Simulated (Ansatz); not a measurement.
Relaxation of C2H6OSi (10 atoms, charge 0, multiplicity 1), to a largest force component of 0.015 eV/Å in at most 40 steps.

The calculation used Ansatz, RKS PBE0/def2-SVP.

```xyz
10
Properties=species:S:1:pos:R:3
O -0.755 1.827 -0.065
C 0.115 0.939 0.630
C 1.562 1.128 0.272
Si 2.654 2.220 1.107
H -1.660 1.548 0.109
H -0.193 -0.098 0.421
H -0.068 1.146 1.686
H 1.863 0.668 -0.662
H 2.350 2.910 2.352
H 4.014 2.474 0.648
```

Where does it end, and by what steps?

It converged. The force dipped under the threshold on the way, but the program's further checks kept it going. After 10 steps the energy has fallen by 0.169 eV; H8 moved furthest, 0.36 Å.

```csv
step,energy less start (eV),largest force component (eV/Å),accepted
0,0.0000,1.116,yes
1,-0.1202,0.535,yes
2,-0.1401,0.259,yes
3,-0.1514,0.196,yes
4,-0.1588,0.538,yes
5,-0.1671,0.151,yes
6,-0.1685,0.056,yes
7,-0.1681,0.122,no
8,-0.1689,0.011,yes
9,-0.1690,0.018,yes
10,-0.1690,0.014,yes
```

```xyz
10
Properties=species:S:1:pos:R:3
O -0.818 1.595 -0.269
C 0.083 1.053 0.666
C 1.485 1.333 0.235
Si 2.696 2.148 1.134
H -1.697 1.268 -0.054
H -0.045 -0.048 0.741
H -0.092 1.455 1.686
H 1.732 0.986 -0.776
H 2.459 2.661 2.509
H 4.080 2.309 0.623
```

Time of the run: 39 s on 1 thread of Arm Neoverse V1, on a shared host, peak memory 0.17 GiB.
